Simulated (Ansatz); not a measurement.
Ansatz (a program for electronic structure) input for CH6O2Si2, SMILES O=C[SiH2]O[SiH3], PBE-D3(BJ)/def2-SVP. 

Ansatz 0.2 input:
```yaml
crystal:
  periodic: [false, false, false]
  atoms:
    - {symbol: O, position_ang: [-3.16761530, 0.04641941, 0.55147136]}
    - {symbol: C, position_ang: [-1.99141793, -0.08393391, 0.80680457]}
    - {symbol: Si, position_ang: [-0.67880371, 0.17592848, -0.57919684]}
    - {symbol: O, position_ang: [0.82306864, -0.07052534, 0.07349638]}
    - {symbol: Si, position_ang: [2.47977585, -0.12496184, -0.04279090]}
    - {symbol: H, position_ang: [-1.65854589, -0.35633209, 1.85032154]}
    - {symbol: H, position_ang: [-0.95688410, -0.79884905, -1.67067193]}
    - {symbol: H, position_ang: [-0.81876148, 1.56587957, -1.09640057]}
    - {symbol: H, position_ang: [3.03011092, -0.49057442, 1.28936593]}
    - {symbol: H, position_ang: [2.88821919, -1.14495453, -1.05094257]}
    - {symbol: H, position_ang: [3.00713241, 1.20774824, -0.45441311]}
basis:
  gaussian:
    orbitals: def2-SVP
hamiltonian:
  xc: pbe
  dispersion: d3bj
relax: {f_tol: 0.002, max_steps: 200}
```

It prints:

```
WARN ansatz: RAYON_NUM_THREADS=1 ignored (pool sized by the plan → 1); use --threads N
Functional definition: PBE
integrals: 0.05 GiB planned
1184 factors; their error is unknown
mean field: 0.28 GiB planned
mean field evaluation 1: about -20954.2126 eV, gradient 6.4e1 eV
mean field evaluation 2: about -20919.3843 eV, gradient 1.5e2 eV
mean field evaluation 4: about -20961.4922 eV, gradient 1.6e1 eV
mean field evaluation 8: about -20962.0132 eV, gradient 2.0e-1 eV
mean field evaluation 16: about -20961.9303 eV, gradient 1.1e-4 eV
mean field -20961.93028599 eV, -770.3367295036 hartree, gradient 1.4e-5 eV, S^2 0.000000; 0 other end points of the search recorded, 0 dependent functions left out
the calculation of the forces begins
reference -20961.93032465 eV, -770.3367309240 hartree; 28, 28 occupied and 80, 80 virtual orbitals, 1184 factors
relax step   1: F+E_penalty+E_count = -20962.15341714 eV  Δ(F+E_penalty+E_count) = +0.000e0 eV  max|allowed force component| = 7.587e-1 eV/Å  Δτ_max = 0.0000 Å  (27 SCF iters, accepted)
these checks for a lower state are left out or cut short: starts, cluster_reference, orbital_swaps, neighbouring_geometries, increment
integrals: 0.05 GiB planned
1184 factors; their error is unknown
mean field: 0.28 GiB planned
mean field -20961.94869954 eV, -770.3374061889 hartree, gradient 1.0e-5 eV, S^2 0.000000; 0 other end points of the search recorded, 0 dependent functions left out
the calculation of the forces begins
reference -20961.94873830 eV, -770.3374076133 hartree; 28, 28 occupied and 80, 80 virtual orbitals, 1184 factors
relax step   2: F+E_penalty+E_count = -20962.17081126 eV  Δ(F+E_penalty+E_count) = -1.739e-2 eV  max|allowed force component| = 1.232e-1 eV/Å  Δτ_max = 0.0195 Å  (31 SCF iters, accepted)
these checks for a lower state are left out or cut short: starts, cluster_reference, orbital_swaps, neighbouring_geometries, increment
integrals: 0.05 GiB planned
1184 factors; their error is unknown
mean field: 0.28 GiB planned
mean field evaluation 32: about -20961.9513 eV, gradient 1.1e-5 eV
mean field -20961.95132574 eV, -770.3375027000 hartree, gradient 1.1e-5 eV, S^2 0.000000; 0 other end points of the search recorded, 0 dependent functions left out
the calculation of the forces begins
reference -20961.95136457 eV, -770.3375041269 hartree; 28, 28 occupied and 80, 80 virtual orbitals, 1184 factors
relax step   3: F+E_penalty+E_count = -20962.17295175 eV  Δ(F+E_penalty+E_count) = -2.140e-3 eV  max|allowed force component| = 5.697e-2 eV/Å  Δτ_max = 0.0106 Å  (30 SCF iters, accepted)
these checks for a lower state are left out or cut short: starts, cluster_reference, orbital_swaps, neighbouring_geometries, increment
integrals: 0.05 GiB planned
1184 factors; their error is unknown
mean field: 0.28 GiB planned
mean field -20961.95162258 eV, -770.3375136086 hartree, gradient 1.1e-5 eV, S^2 0.000000; 0 other end points of the search recorded, 0 dependent functions left out
the calculation of the forces begins
reference -20961.95166142 eV, -770.3375150359 hartree; 28, 28 occupied and 80, 80 virtual orbitals, 1184 factors
relax step   4: F+E_penalty+E_count = -20962.17318181 eV  Δ(F+E_penalty+E_count) = -2.301e-4 eV  max|allowed force component| = 3.539e-2 eV/Å  Δτ_max = 0.0051 Å  (31 SCF iters, accepted)
these checks for a lower state are left out or cut short: starts, cluster_reference, orbital_swaps, neighbouring_geometries, increment
integrals: 0.05 GiB planned
1184 factors; their error is unknown
mean field: 0.28 GiB planned
mean field -20961.95170500 eV, -770.3375166376 hartree, gradient 1.1e-5 eV, S^2 0.000000; 0 other end points of the search recorded, 0 dependent functions left out
the calculation of the forces begins
reference -20961.95174383 eV, -770.3375180644 hartree; 28, 28 occupied and 80, 80 virtual orbitals, 1184 factors
relax step   5: F+E_penalty+E_count = -20962.17332104 eV  Δ(F+E_penalty+E_count) = -1.392e-4 eV  max|allowed force component| = 3.894e-2 eV/Å  Δτ_max = 0.0133 Å  (30 SCF iters, accepted)
these checks for a lower state are left out or cut short: starts, cluster_reference, orbital_swaps, neighbouring_geometries, increment
integrals: 0.05 GiB planned
1184 factors; their error is unknown
mean field: 0.28 GiB planned
mean field -20961.95199630 eV, -770.3375273426 hartree, gradient 1.1e-5 eV, S^2 0.000000; 0 other end points of the search recorded, 0 dependent functions left out
the calculation of the forces begins
reference -20961.95203516 eV, -770.3375287706 hartree; 28, 28 occupied and 80, 80 virtual orbitals, 1184 factors
relax step   6: F+E_penalty+E_count = -20962.17360165 eV  Δ(F+E_penalty+E_count) = -2.806e-4 eV  max|allowed force component| = 7.848e-2 eV/Å  Δτ_max = 0.0267 Å  (30 SCF iters, accepted)
these checks for a lower state are left out or cut short: starts, cluster_reference, orbital_swaps, neighbouring_geometries, increment
integrals: 0.05 GiB planned
1184 factors; their error is unknown
mean field: 0.28 GiB planned
mean field -20961.95306175 eV, -770.3375664971 hartree, gradient 1.2e-5 eV, S^2 0.000000; 0 other end points of the search recorded, 0 dependent functions left out
the calculation of the forces begins
reference -20961.95310056 eV, -770.3375679234 hartree; 28, 28 occupied and 80, 80 virtual orbitals, 1184 factors
relax step   7: F+E_penalty+E_count = -20962.17549053 eV  Δ(F+E_penalty+E_count) = -1.889e-3 eV  max|allowed force component| = 9.293e-3 eV/Å  Δτ_max = 0.0435 Å  (30 SCF iters, accepted)
these checks for a lower state are left out or cut short: starts, cluster_reference, orbital_swaps, neighbouring_geometries, increment
integrals: 0.05 GiB planned
1184 factors; their error is unknown
mean field: 0.28 GiB planned
mean field evaluation 64: about -20961.9530 eV, gradient 5.5e-5 eV
mean field -20961.95295742 eV, -770.3375626633 hartree, gradient 1.1e-5 eV, S^2 0.000000; 0 other end points of the search recorded, 0 dependent functions left out
the calculation of the forces begins
reference -20961.95299613 eV, -770.3375640856 hartree; 28, 28 occupied and 80, 80 virtual orbitals, 1184 factors
relax step   8: F+E_penalty+E_count = -20962.17594223 eV  Δ(F+E_penalty+E_count) = -4.517e-4 eV  max|allowed force component| = 2.159e-2 eV/Å  Δτ_max = 0.0421 Å  (30 SCF iters, accepted)
these checks for a lower state are left out or cut short: starts, cluster_reference, orbital_swaps, neighbouring_geometries, increment
integrals: 0.05 GiB planned
1184 factors; their error is unknown
mean field: 0.28 GiB planned
mean field -20961.95280579 eV, -770.3375570910 hartree, gradient 1.1e-5 eV, S^2 0.000000; 0 other end points of the search recorded, 0 dependent functions left out
the calculation of the forces begins
reference -20961.95284448 eV, -770.3375585128 hartree; 28, 28 occupied and 80, 80 virtual orbitals, 1184 factors
relax step   9: F+E_penalty+E_count = -20962.17594232 eV  Δ(F+E_penalty+E_count) = -9.054e-8 eV  max|allowed force component| = 2.644e-2 eV/Å  Δτ_max = 0.0135 Å  (30 SCF iters, accepted)
these checks for a lower state are left out or cut short: starts, cluster_reference, orbital_swaps, neighbouring_geometries, increment
integrals: 0.05 GiB planned
1184 factors; their error is unknown
mean field: 0.28 GiB planned
mean field -20961.95301655 eV, -770.3375648361 hartree, gradient 1.1e-5 eV, S^2 0.000000; 0 other end points of the search recorded, 0 dependent functions left out
the calculation of the forces begins
reference -20961.95305526 eV, -770.3375662585 hartree; 28, 28 occupied and 80, 80 virtual orbitals, 1184 factors
relax step  10: F+E_penalty+E_count = -20962.17604159 eV  Δ(F+E_penalty+E_count) = -9.927e-5 eV  max|allowed force component| = 1.132e-2 eV/Å  Δτ_max = 0.0069 Å  (31 SCF iters, accepted)
these checks for a lower state are left out or cut short: starts, cluster_reference, orbital_swaps, neighbouring_geometries, increment
integrals: 0.05 GiB planned
1184 factors; their error is unknown
mean field: 0.28 GiB planned
mean field -20961.95302447 eV, -770.3375651272 hartree, gradient 1.9e-5 eV, S^2 0.000000; 0 other end points of the search recorded, 0 dependent functions left out
the calculation of the forces begins
reference -20961.95306318 eV, -770.3375665499 hartree; 28, 28 occupied and 80, 80 virtual orbitals, 1184 factors
relax step  11: F+E_penalty+E_count = -20962.17603676 eV  Δ(F+E_penalty+E_count) = +4.827e-6 eV  max|allowed force component| = 2.774e-2 eV/Å  Δτ_max = 0.0033 Å  (23 SCF iters, rejected (line search))
these checks for a lower state are left out or cut short: starts, cluster_reference, orbital_swaps, neighbouring_geometries, increment
integrals: 0.05 GiB planned
1184 factors; their error is unknown
mean field: 0.28 GiB planned
mean field -20961.95301176 eV, -770.3375646601 hartree, gradient 1.2e-5 eV, S^2 0.000000; 0 other end points of the search recorded, 0 dependent functions left out
the calculation of the forces begins
reference -20961.95305047 eV, -770.3375660827 hartree; 28, 28 occupied and 80, 80 virtual orbitals, 1184 factors
relax step  12: F+E_penalty+E_count = -20962.17604593 eV  Δ(F+E_penalty+E_count) = -4.333e-6 eV  max|allowed force component| = 2.131e-3 eV/Å  Δτ_max = 0.0016 Å  (23 SCF iters, accepted)
these checks for a lower state are left out or cut short: starts, cluster_reference, orbital_swaps, neighbouring_geometries, increment
integrals: 0.05 GiB planned
1184 factors; their error is unknown
mean field: 0.28 GiB planned
mean field evaluation 96: about -20961.9530 eV, gradient 1.5e-5 eV
mean field -20961.95300910 eV, -770.3375645625 hartree, gradient 6.3e-5 eV, S^2 0.000000; 0 other end points of the search recorded, 0 dependent functions left out
the calculation of the forces begins
reference -20961.95304781 eV, -770.3375659850 hartree; 28, 28 occupied and 80, 80 virtual orbitals, 1184 factors
relax step  13: F+E_penalty+E_count = -20962.17604625 eV  Δ(F+E_penalty+E_count) = -3.208e-7 eV  max|allowed force component| = 1.779e-3 eV/Å  Δτ_max = 0.0006 Å  (19 SCF iters, accepted)
integrals: 0.05 GiB planned
1184 factors; their error is unknown
mean field: 0.28 GiB planned
mean field -20961.95300910 eV, -770.3375645625 hartree, gradient 6.3e-5 eV, S^2 0.000000; 1 other end points of the search recorded, 0 dependent functions left out
the calculation of the forces begins
reference -20961.95304781 eV, -770.3375659850 hartree; 28, 28 occupied and 80, 80 virtual orbitals, 1184 factors
Total energy: -20962.17608495 eV, -770.3457624488 hartree
Atom 0 at    -3.207143     0.062892     0.469034 Å, force    -0.000488     0.000051    -0.000140 eV/Å
Atom 1 at    -2.041789    -0.081568     0.796415 Å, force    -0.000561    -0.000265     0.000899 eV/Å
Atom 2 at    -0.651486     0.165692    -0.527028 Å, force     0.001779     0.000194    -0.000709 eV/Å
Atom 3 at     0.832149    -0.094146     0.199476 Å, force    -0.000691    -0.000004    -0.000062 eV/Å
Atom 4 at     2.489213    -0.122683    -0.055495 Å, force     0.000171     0.000055    -0.000118 eV/Å
Atom 5 at    -1.764149    -0.358700     1.866020 Å, force    -0.000027    -0.000064     0.000165 eV/Å
Atom 6 at    -0.893765    -0.814137    -1.642686 Å, force    -0.000141    -0.000136    -0.000053 eV/Å
Atom 7 at    -0.762294     1.568544    -1.059190 Å, force    -0.000063     0.000215    -0.000007 eV/Å
Atom 8 at     3.146936    -0.481603     1.243585 Å, force     0.000049     0.000024     0.000016 eV/Å
Atom 9 at     2.838514    -1.147053    -1.101437 Å, force    -0.000005    -0.000029     0.000056 eV/Å
Atom 10 at     2.970092     1.228607    -0.511650 Å, force    -0.000024    -0.000039    -0.000046 eV/Å
Dipole moment:     0.436102    -0.021872    -0.008840 e Å
```

Self-consistency was reached.
